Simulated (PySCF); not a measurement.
**RbGe⁺: from constants to spectrum**

B97-3 constants of RbGe⁺, ³Π (triplet), unpaired electrons σ ↑, π ↑ (PySCF, scalar-relativistic core potentials, basis sets Rb def2-SVP with ECP28, Ge def2-SVP; masses 84.9118 and 73.9212 u):

| Item | Value |
| --- | --- |
| ωe | 57.1 cm⁻¹ |
| ωexe | 0.466 cm⁻¹ |
| Be | 0.027924 cm⁻¹ |
| αe | 0.000245 cm⁻¹ |
| D (centrifugal) | 2.67e-08 cm⁻¹ |
| De to Rb⁺ + Ge | 0.242 eV |

Problem. Give the vibrational terms G(v) and spacings up to v = 6.

Solution. G(v) = ωe(v+½) − ωexe(v+½)².

```csv
v,G(v) (cm⁻¹),G(v) − G(v−1),Bv (cm⁻¹)
0,28.4,,0.02780
1,84.6,56.2,0.02756
2,139.8,55.2,0.02731
3,194.1,54.3,0.02707
4,247.5,53.4,0.02682
5,300.0,52.4,0.02658
6,351.5,51.5,0.02633
```

Problem. How well does the Morse estimate ωe²/(4ωexe) reproduce De, and what is D0?

Solution. It gives 0.217 eV, 90 % of the computed De. D0 = De − G(0) = 0.242 − 0.004 = 0.238 eV.

The bond is weak. Basis-set superposition, not corrected here, can be much of De in a small basis, most of all at correlated wavefunction levels. Spin–orbit coupling is left out. For an ion De counts to the pair picked by the measured ionisation energies or electron affinities, which need not be the lowest pair at this level. The state was picked by a PBE0 search and need not be the measured ground state.
